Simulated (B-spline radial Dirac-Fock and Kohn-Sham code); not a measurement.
**Xe⁶⁺ 2s: cross section and angular parameters**

System: xenon as Xe⁶⁺, [Kr] 4d10 5s2; threshold 5498.2 eV (orbital energy of the model). Method: Dirac-Hartree-Slater photoionisation with a Latter tail; cross sections with all multipoles, angular parameters from the dipole term and its interference with E2. Computed with a radial finite-basis atomic code.

The run's input, task.json:

```json
{"items": [{
  "Z": 54,
  "q": 6,
  "cfg": [[1, 0, 2], [2, 0, 2], [2, 1, 6], [3, 0, 2], [3, 1, 6], [3, 2, 10], [4, 0, 2], [4, 1, 6], [4, 2, 10], [5, 0, 2]],
  "A": 132,
  "rrms": 4.7859,
  "do": "xps",
  "hv": [51.2, 60, 61.3, 70.5, 93.5, 100, 125.0, 134.0, 139.0, 151.0, 203.0, 601.0, 800, 897.0, 1000, 2820.0, 2860.0, 3740.0, 4160.0, 4740.0, 5090.0, 5414.7, 5860.0, 6000, 6920.0, 7680.0, 8230.0, 9251.7, 12000]
}]}
```

Launch: `python xray2_run.py task.json out`

```tsv
hν (eV)	σ (kb)	β	γ
5860	20.6	1.987	0.715
6000	19.9	1.987	0.572
6920	15.5	1.988	0.092
7680	12.9	1.989	-0.050
8230	11.3	1.989	-0.090
9251.7	?	?	?
12000	5.43	1.989	0.121
```

Q: Give the values at Ga Kα (9251.7 eV).

A: σ = 9.08 kb, β = 1.989, γ = -0.088. For an s subshell δ is negligible.
